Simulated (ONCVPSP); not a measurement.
Logarithmic derivatives: Fe (Z = 26), ONCV

```
Element                 : Fe
Generator               : ONCVPSP 4.0.1
Type                    : optimised norm-conserving Vanderbilt (ONCV)
Functional              : PBE
Relativity              : scalar-relativistic
Frozen core             : [Ne]
Valence charge          : 16
Reference configuration : 3s2 3p6 3d6 4s2
Partial waves           : 3s+4s: rc 1.15 bohr, ncon 4, nbas 8, qcut 12.1 1/bohr, 2 projectors; 3p: rc 1.15 bohr, ncon 5, nbas 10, qcut 13.7 1/bohr, 2 projectors, debl 3.1 Ha; 3d: rc 1.40 bohr, ncon 4, nbas 8, qcut 12.1 1/bohr, 2 projectors, debl 1.5 Ha
Local potential         : polynomial inside 1.15 bohr (lpopt 5, dvloc0 -1 Ha)
Core correction         : Teter function, fcfact 1.75, rcfact 1.1
```

The phase is arctan(r·R′/R) of the radial function R(r), unwrapped; energies in Ha, scanned from -5 to 5 Ha. A pole is an energy at which the radial function vanishes at the test radius. The pseudo phase is shifted by a multiple of π to meet the all-electron one at the reference energy, and phase errors are pseudo minus all-electron; the curves can meet again beyond the range given. Levels narrower than the energy grid can be missing from the lists of poles.

| channel | radius (bohr) | reference energy (Ha) | poles, all-electron | poles, pseudo | unbroken range about the reference energy with phases within 0.05 rad | phase error 1 Ha above the reference energy (rad) |
| --- | --- | --- | --- | --- | --- | --- |
| s | 1.17 | -0.19 | -1.97 | -1.97 | the whole range | -0.000 |
| p | 1.17 | -2.21 | -0.57 | -0.57 | the whole range | -0.000 |
| d | 1.42 | -0.28 | 0.52 | 0.52 | the whole range | +0.000 |

Phases in the s channel:

```tsv
E (Ha)	all-electron	pseudo
-4.96	0.085	0.085
-4.72	-0.222	-0.222
-4.48	-0.528	-0.528
-4.24	-0.787	-0.787
-4.00	-0.984	-0.984
-3.76	-1.130	-1.130
-3.52	-1.240	-1.240
-3.28	-1.323	-1.323
-3.04	-1.389	-1.389
-2.80	-1.442	-1.442
-2.56	-1.486	-1.486
-2.32	-1.524	-1.524
-2.08	-1.557	-1.557
-1.84	-1.586	-1.586
-1.60	-1.613	-1.613
-1.36	-1.637	-1.637
-1.12	-1.660	-1.660
-0.88	-1.681	-1.681
-0.64	-1.702	-1.702
-0.40	-1.723	-1.723
-0.16	-1.744	-1.743
0.08	-1.764	-1.764
0.32	-1.785	-1.785
0.56	-1.807	-1.807
0.80	-1.831	-1.831
1.04	-1.855	-1.855
1.28	-1.881	-1.881
1.52	-1.910	-1.910
1.76	-1.942	-1.942
2.00	-1.977	-1.977
2.24	-2.017	-2.017
2.48	-2.063	-2.063
2.72	-2.116	-2.116
2.96	-2.178	-2.179
3.20	-2.252	-2.253
3.44	-2.341	-2.342
3.68	-2.447	-2.449
3.92	-2.576	-2.579
4.16	-2.729	-2.733
4.40	-2.906	-2.910
4.64	-3.099	-3.105
4.88	-3.297	-3.305
```
